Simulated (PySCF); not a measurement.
Trend along group 12: MMg cations

PBE0 with double-zeta basis sets in PySCF, for the lowest determinant that a PBE0 search found; no spin–orbit coupling. De refers to high-spin ground-configuration atoms (the charge goes to the atom of lower measured ionisation energy or higher electron affinity, which is not always the lowest computed limit). A positive dipole points towards Mg; it is taken about the centre of mass and depends on that origin.

```
 M               basis  charged atom  state (unpaired electrons)  Re (Å)  ωe (cm⁻¹)  De (eV)  μ (D)
Zn          6-31G(d,p)           Mg+               doublet (σ ↑)   2.622        232     1.48   3.67
Cd  cc-pVDZ/cc-pVDZ-PP           Mg+               doublet (σ ↑)   2.926        168     1.01   5.90
Hg            def2-SVP           Mg+               doublet (σ ↑)   2.897        161     0.72   7.87
```

The shortest bond is that of MgZn⁺ (2.622 Å), the longest that of MgCd⁺ (2.926 Å). MgZn⁺ is bound most strongly (1.48 eV) and MgHg⁺ least (0.72 eV).

The rows differ in basis set, which adds steps of its own.

Down a group the atoms grow and get heavier, so bonds lengthen and wavenumbers fall; the exceptions here are the shorter bond at Hg. Relativity and the filled 4f shell contract the atoms of the sixth period.

Spin–orbit coupling is left out. For an ion De counts to the pair picked by the measured ionisation energies or electron affinities, which need not be the lowest pair at this level. States were picked by a PBE0 search and need not be the measured ground states.
